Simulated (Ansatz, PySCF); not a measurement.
Species: difluoro(diiodo)silane, SiI₂F₂ (charge 0, singlet). SMILES: I[Si](I)(F)F
Structure (B3LYP-D3(BJ)/def2-TZVP (Ansatz, an electronic-structure program) minimum search):
```
Si
F 1 1.5839
F 1 1.5839 2 106.82
I 1 2.4180 2 109.00 3 -117.64
I 1 2.4180 2 109.00 3 117.64
```
Charge 0, spin multiplicity 1.

Quantity: atomisation energy, in kcal/mol. Set-up: atomisation electronic, to ground-state atoms; STO-3G and 3-21G all-electron and non-relativistic; spin-orbit terms left out; dispersion terms only where a functional's name holds one; six Cartesian d functions in 6-31G* and its kin unless marked 5d; def2 sets with scalar-relativistic core potentials past Kr; LANL2DZ with its own core potentials from Na on; UHF or UKS for open shells; frozen cores in correlated levels (noble-gas shells and the d and f shells of earlier blocks). Ab initio and DFT rows: single points at B3LYP-D3(BJ) geometries (Ansatz).

| level | program | atomisation energy (kcal/mol) |
|---|---|---|
| HF/LANL2DZ | Ansatz | 178.6 |
| HF/6-31G* with LANL2DZ past Ar | Ansatz | 268.0 |
| PBE/3-21G | Ansatz | 357.5 |
| PBE/LANL2DZ | Ansatz | 323.4 |
| BLYP/6-31G* with LANL2DZ past Ar | Ansatz | 384.2 |
| BP86/6-31G* with LANL2DZ past Ar (5d) | PySCF | 396.2 |
| B3LYP/LANL2DZ | Ansatz | 297.8 |
| B3LYP/6-31G* with LANL2DZ past Ar | Ansatz | 378.6 |
| PBE0/6-31G* with LANL2DZ past Ar | Ansatz | 386.0 |
| MP2/LANL2DZ | Ansatz | 271.4 |
| PBE0/def2-TZVPD | Ansatz | 404.5 |

No value to compare with is used here. The 10 habitual levels span 178.6 (HF/LANL2DZ) to 396.2 kcal/mol (BP86/6-31G* with LANL2DZ past Ar (5d)); PBE0/def2-TZVPD gives 404.5.

The levels are drawn from those run, B3LYP/6-31G* more often than the rest, none by its result; left out are runs that failed, that the program found above a lower state of the same kind, or whose <S^2> lies over 0.5 above the pure value.
